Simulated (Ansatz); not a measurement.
`FBOC(F)(F)F` + HCl → `FC(F)(F)OBCl` + H–F  (ligand exchange at a B–F bond)

Gas-phase electronic energies from Ansatz, PBE0-D4/def2-TZVP geometries. CBS: MP2 limit from def2 TZ/QZ plus the TZ coupled-cluster correction, frozen cores. This one scheme is used for every species. Functionals use def2-TZVPP. B3LYP here is the variant with VWN-RPA as its local correlation; programs differ in this. Each species was taken in one conformer, which may not be the lowest.

```csv
level,ΔE (eV)
PBE-D4,0.56
r2SCAN-D4,0.64
ωB97M-V,0.64
PBE,0.59
B3LYP,0.70
MP2/def2-TZVPP,0.57
SCS-MP2/def2-QZVPP,0.61
HF/CBS(def2),0.81
```

What does CCSD(T)/CBS give? (An estimate is asked.)

Ansatz gave: +0.59 eV. The listed levels differ from it by -0.03, 0.05, 0.05, 0.00, 0.11, -0.02, 0.02, 0.22 eV.

Largest T1 diagnostic among the species: 0.013.

The D4 term adds −0.04 eV with B3LYP and −0.02 eV with PBE0; it sums over pairs of atoms, weighted by their polarisabilities, and B3LYP, whose exchange is more repulsive, gets the larger term. In def2-TZVPP, CCSD(T) changes the Hartree–Fock value by −0.18 eV (the triples alone add −0.03 eV) and MP2 by −0.23 eV.
